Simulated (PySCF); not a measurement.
GaN⁺: from constants to spectrum

UHF constants of GaN⁺, ⁴Σ⁻ (quartet), unpaired electrons σ ↑, π ↑↑ (basis Ga def2-TZVPPD, N def2-TZVPPD; no relativity; PySCF 2.14; masses 68.9256 and 14.0031 u):

* ωe: 51.2 cm⁻¹
* ωexe: 2.23 cm⁻¹
* Be: 0.12478 cm⁻¹
* αe: 0.00576 cm⁻¹
* D (centrifugal): 2.97e-06 cm⁻¹
* De to Ga⁺ + N: 0.041 eV

Q: Give the vibrational terms G(v) and spacings up to v = 2.

A: G(v) = ωe(v+½) − ωexe(v+½)².

```json
{"v": "0", "G(v) (cm⁻¹)": "25", "G(v) − G(v−1)": "", "Bv (cm⁻¹)": "0.1219"}
{"v": "1", "G(v) (cm⁻¹)": "72", "G(v) − G(v−1)": "47", "Bv (cm⁻¹)": "0.1161"}
{"v": "2", "G(v) (cm⁻¹)": "114", "G(v) − G(v−1)": "42", "Bv (cm⁻¹)": "0.1104"}
```

Q: How well does the Morse estimate ωe²/(4ωexe) reproduce De, and what is D0?

A: It gives 0.036 eV, 89 % of the computed De. D0 = De − G(0) = 0.041 − 0.003 = 0.038 eV.

Spin–orbit coupling is left out. For an ion De counts to the pair picked by the measured ionisation energies or electron affinities, which need not be the lowest pair at this level. Hartree–Fock leaves out correlation, which carries a large part of most bond energies and some tenths to 1 eV of ionisation energies. The state is the lowest determinant that a PBE0 search found; another state may lie lower at other levels.
